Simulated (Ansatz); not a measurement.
Relaxation of FH5NOSi (9 atoms, charge 1, multiplicity 1), to a largest force component of 0.015 eV/Å in at most 40 steps.

Computed with RKS PBE-D4/def2-SVP (Ansatz 0.2.0).

```xyz
9
Properties=species:S:1:pos:R:3
N -0.874 0.980 -0.593
Si 0.396 0.440 0.371
O 0.470 -1.345 -0.148
F -0.157 0.197 1.834
H -1.609 1.549 -0.189
H -0.775 1.187 -1.576
H 1.799 0.741 0.357
H 1.351 -1.745 -0.247
H -0.144 -1.694 -0.814
```

Q: Where does it end, and by what steps?

A: The run converged. After 25 steps the energy has fallen by 0.242 eV; H8 moved furthest, 1.00 Å.

```csv
step,energy less start (eV),largest force component (eV/Å),accepted
0,0.0000,1.279,yes
1,-0.1204,0.505,yes
2,-0.1524,0.747,yes
3,-0.1607,1.163,yes
4,-0.1625,0.879,yes
5,-0.2204,0.193,yes
6,-0.2240,0.239,yes
7,-0.2280,0.134,yes
8,-0.2312,0.159,yes
9,-0.2326,0.074,yes
10,-0.2320,0.132,no
11,-0.2337,0.019,yes
12,-0.2357,0.057,yes
13,-0.2315,0.407,no
14,-0.2349,0.125,no
15,-0.2369,0.066,yes
16,-0.2385,0.082,yes
17,-0.2390,0.128,yes
18,-0.2400,0.044,yes
19,-0.2406,0.034,yes
20,-0.2410,0.098,yes
21,-0.2413,0.051,yes
22,-0.2414,0.055,yes
23,-0.2416,0.022,yes
24,-0.2417,0.032,yes
25,-0.2417,0.015,yes
```

```xyz
9
Properties=species:S:1:pos:R:3
N -0.838 1.074 -0.605
Si 0.445 0.468 0.284
O 0.552 -1.345 -0.221
F 0.189 0.108 1.832
H -1.825 0.931 -0.366
H -0.707 1.843 -1.271
H 1.788 0.991 -0.028
H 0.693 -2.072 0.427
H 0.160 -1.687 -1.056
```

Whether the end is a true minimum wasn't checked by a vibrational analysis.

Time of the run: 100 s on 1 thread of AMD EPYC (Zen 3), on a shared host, peak memory 0.15 GiB.
